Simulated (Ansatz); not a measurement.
Ansatz (a first-principles code) input file for Cl₃OSi, SMILES [Si](Cl)(Cl)(Cl)[O] (connectivity only; charge and spin as stated), charge -1, multiplicity 1, PBE0/def2-SVPD. Geometry optimised at B3LYP-D3(BJ)/def2-SVPD. The multiplicity is an assumed one; other spin states were not compared. The isomer is the one that the SMILES or the coordinates give; other isomers of the formula were not compared.

Ansatz 0.2 input:
```yaml
crystal:
  periodic: [false, false, false]
  atoms:
    - {symbol: O, position_ang: [-0.00000000, -0.00000001, 2.05083659]}
    - {symbol: Si, position_ang: [-0.00000000, -0.00000000, 0.49958633]}
    - {symbol: Cl, position_ang: [1.65775190, 0.95710351, -0.45884120]}
    - {symbol: Cl, position_ang: [-1.65775190, 0.95710351, -0.45884120]}
    - {symbol: Cl, position_ang: [-0.00000000, -1.91420701, -0.45884121]}
basis:
  gaussian:
    orbitals: def2-SVPD
hamiltonian:
  xc: {name: PBE0}
total_charge: -1
```

Output:

```
WARN ansatz: RAYON_NUM_THREADS=1 ignored (pool sized by the plan → 1); use --threads N
Functional definition: PBE0
integrals: 0.10 GiB planned
1186 factors; integrals over basis functions are off by at most 4.7e-4 eV
mean field: 0.70 GiB planned
mean field evaluation 1: about -47462.0726 eV, gradient 4.9e1 eV
mean field evaluation 2: about -47420.7443 eV, gradient 1.5e2 eV
mean field evaluation 4: about -47466.9768 eV, gradient 8.2e0 eV
mean field evaluation 8: about -47467.1658 eV, gradient 2.4e-1 eV
mean field evaluation 16: about -47467.1659 eV, gradient 4.9e-5 eV
mean field -47467.16590945 eV, -1744.3861727716 hartree, gradient 4.9e-5 eV, S^2 0.000000; 0 other end points of the search recorded, 0 dependent functions left out
reference -47467.16594234 eV, -1744.3861739803 hartree; 37, 37 occupied and 91, 91 virtual orbitals, 1186 factors
Total energy: -47467.16594234 eV, -1744.3861739803 hartree
```

Self-consistency was reached.

Cost: roughly 2.9 core-seconds.
